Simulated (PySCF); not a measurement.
## Functional benchmark on one molecule

Molecule: `COc1ccncc1`, C$_{6}$H$_{7}$NO.

Atom-mapped SMILES (the numbers label the heavy atoms): `[CH3:1][O:2][c:3]1[cH:4][cH:5][n:6][cH:7][cH:8]1` (H(Xn): hydrogen on atom n).

Geometry PBE0-D3(BJ)/def2-SVP throughout; GIAO in PySCF 2.14, gas phase, one conformer, non-relativistic; equivalent atoms averaged; basis pcSseg-1.

Reference values (estimated from measurements, as parent shift plus tabulated substituent increments; solution, not stated per compound (mostly CDCl3 or CCl4); Pretsch, Buehlmann, Badertscher, Structure Determination of Organic Compounds, 4th ed. (2009)): δ(C5/C7) = 150.7 ppm, δ(C4/C8) = 109.8 ppm, δ(C3) = 164.9 ppm, δ(H(C5)/H(C7)) = 8.43 ppm, δ(H(C4)/H(C8)) = 6.83 ppm. Computed shifts are taken against TMS, calculated as an isolated molecule at each level.

**Question.** How do the functionals LDA, KT2, B97-D, PBE0, WP04, BHandHLYP, CAM-B3LYP, LC-wPBE perform against the reference? Times are CPU seconds on shared hosts with different chips, so compare them loosely; the GGAs took longer than the global hybrids here, which isn't the general rule, and the cause wasn't traced.

**Answer.** 
```csv
functional,kind,C5/C7,C4/C8,C3,H(C5)/H(C7),H(C4)/H(C8),mean abs. error C,mean abs. error H,core-s
LDA,LDA,159.4,115.6,172.5,8.57,6.57,7.4,0.20,25
KT2,GGA,144.7,103.5,159.1,8.23,6.31,6.0,0.36,33
B97-D,GGA,149.3,107.2,162.7,8.36,6.36,2.1,0.27,30
PBE0,global hybrid,156.8,112.7,169.7,8.57,6.61,4.6,0.18,18
WP04,global hybrid,156.6,113.4,170.9,8.25,6.35,5.2,0.33,25
BHandHLYP,global hybrid,160.4,114.1,174.0,8.55,6.62,7.7,0.17,19
CAM-B3LYP,range-separated hybrid,161.0,115.5,175.2,8.52,6.59,8.8,0.17,34
LC-wPBE,range-separated hybrid,163.4,116.9,176.5,8.67,6.73,10.5,0.17,41
```

For 13C the closest is B97-D (2.1 ppm) and the furthest LC-wPBE (10.5 ppm).

For 1H the closest is CAM-B3LYP (0.17 ppm, with BHandHLYP, LC-wPBE, PBE0 practically level) and the furthest KT2 (0.36 ppm). One molecule is a small sample, and vibrational and solvent effects are absent from the calculation.
